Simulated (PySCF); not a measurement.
Stepwise substitution at one centre (In H-F). Isolated molecules, 0 K electronic values unless said otherwise. Strings in code marks are SMILES.

Calculation: r2SCAN-D4/def2-TZVP (PySCF). Delta-SCF ions had no search for a lower state. 

| species | HOMO–LUMO gap (eV) | dipole moment (D) | vertical ionisation energy (Delta-SCF) (eV) | LUMO (eV) |
|---|---|---|---|---|
| 0 of 3 H replaced by F (`[InH3]`) | 4.99 | (withheld) | 10.44 | -2.30 |
| 1 of 3 H replaced by F (`[F][InH2]`) | 5.41 | 3.03 | 10.94 | (withheld) |
| 2 of 3 H replaced by F | 6.16 | 3.55 | (withheld) | -2.48 |

### Question
What belongs in the gaps?

### Answer

- 0 of 3 H replaced by F (`[InH3]`), dipole moment (D): 0.00
- 1 of 3 H replaced by F (`[F][InH2]`), LUMO (eV): -2.23
- 2 of 3 H replaced by F, vertical ionisation energy (Delta-SCF) (eV): 12.03
